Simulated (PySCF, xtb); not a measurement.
Zn(SH)(SMe) (CH₄S₂Zn), SMILES C[S][Zn][SH]. The values are those of a single conformer.

Harmonic wavenumbers (cm⁻¹) from GFN2-xTB (xtb 6.7.1) at its own minimum, in rising order: 50, 55, 67, 133, 160, 244, 303, 547, 713, 939, 950, 1319, 1432, 1451, 2510, 2982, 3023, 3045.

Task: What does PBE0-D3(BJ)/def2-SVP (PySCF) give at its own minimum? (An estimate is asked for; the answer gives what the named calculation found.)

Result: 68, 85, 99, 128, 176, 330, 462, 624, 724, 954, 971, 1336, 1455, 1456, 2703, 3066, 3176, 3178. Paired by order, the mean absolute difference is 60 cm⁻¹ and the zero-point energies are 28.5 and 30.0 kcal/mol.
